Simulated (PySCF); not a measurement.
Compound: C7H7NO.
Cartesian coordinates in Å at the GFN2-xTB level; atoms count from 1:
```
atom  x, y, z in Å
C1     3.081   -0.329   -0.214
N2     2.197    0.562   -0.248
C3     0.844    0.293   -0.115
C4     0.222   -0.796   -0.730
C5    -1.141   -0.975   -0.628
C6    -1.909   -0.082    0.114
O7    -3.248   -0.305    0.205
C8    -1.295    1.006    0.727
C9     0.064    1.202    0.598
H10    4.108   -0.032   -0.372
H11    2.896   -1.389   -0.016
H12    0.812   -1.483   -1.319
H13   -1.632   -1.804   -1.112
H14   -3.659    0.392    0.731
H15   -1.892    1.705    1.298
H16    0.544    2.046    1.068
```

The closed-shell SCF was solved with PySCF and density fitting under several settings on one GFN2-xTB geometry (grid level 2 and gas phase unless stated).

```json
{"settings": "PBE0/pcSseg-1", "basis functions": "188", "SCF cycles": "14", "E (Eh)": "-400.3927", "HOMO (eV)": "-6.15", "LUMO (eV)": "-0.97", "dipole (D)": "1.05"}
{"settings": "PBE0/def2-SVPD", "basis functions": "239", "SCF cycles": "14", "E (Eh)": "-400.1736", "HOMO (eV)": "-6.18", "LUMO (eV)": "-1.06", "dipole (D)": "0.99"}
```

Problem. Estimate the rows for these settings: (1) KT3/pcSseg-1, energy threshold 1e-06 Eh, fitting basis def2-qzvpp-jkfit; (2) WP04/STO-3G, IEF-PCM chloroform, grid level 1.

Solution. 
| settings | basis functions | SCF cycles | E (Eh) | HOMO (eV) | LUMO (eV) | dipole (D) |
| --- | --- | --- | --- | --- | --- | --- |
| KT3/pcSseg-1, energy threshold 1e-06 Eh, fitting basis def2-qzvpp-jkfit | 188 | 10 | -407.1248 | -5.14 | -1.84 | 1.08 |
| WP04/STO-3G, IEF-PCM chloroform, grid level 1 | 52 | 10 | -405.0462 | -5.86 | -1.34 | 1.74 |

Problem. Over all rows, what range does the HOMO–LUMO gap span?

Solution. From 3.30 eV (KT3/pcSseg-1, energy threshold 1e-06 Eh, fitting basis def2-qzvpp-jkfit) to 5.18 eV (PBE0/pcSseg-1). The functional of the narrowest has no exact exchange, that of the widest 25 % exact exchange.

Problem. Compare two rows with the functional PBE0: PBE0/pcSseg-1 and PBE0/def2-SVPD. Which energy is lower, and by how much?

Solution. PBE0/pcSseg-1 (188 functions) lies 0.2191 Eh or 137 kcal/mol below PBE0/def2-SVPD (239 functions). The smaller set gives the lower energy; the two sets aren't nested, so the variational bound doesn't order them by size.

Whole jobs, the steps after the SCF included, on one thread, Arm Neoverse N1 (aarch64), no GPU (shared host):

```
                                                               settings                                                 work after the SCF  wall time  peak memory
                                                          PBE0/pcSseg-1    shieldings, ring-centre shieldings, charges and field gradients       41 s     0.92 GiB
                                                         PBE0/def2-SVPD  6 singlets by full TDDFT, 2 Tamm–Dancoff triplets, polarisability       68 s     0.93 GiB
KT3/pcSseg-1, energy threshold 1e-06 Eh, fitting basis def2-qzvpp-jkfit    shieldings, ring-centre shieldings, charges and field gradients       50 s     0.66 GiB
                          WP04/STO-3G, IEF-PCM chloroform, grid level 1    shieldings, ring-centre shieldings, charges and field gradients      8.9 s     0.52 GiB
```

Cycle counts include a coarse-grid stage where the run had one. KT3 and WP04 were designed for NMR shieldings or shifts; total energies of different functionals aren't comparable. One conformer (not necessarily the lowest) at the GFN2-xTB geometry, without vibrations or thermal averaging.
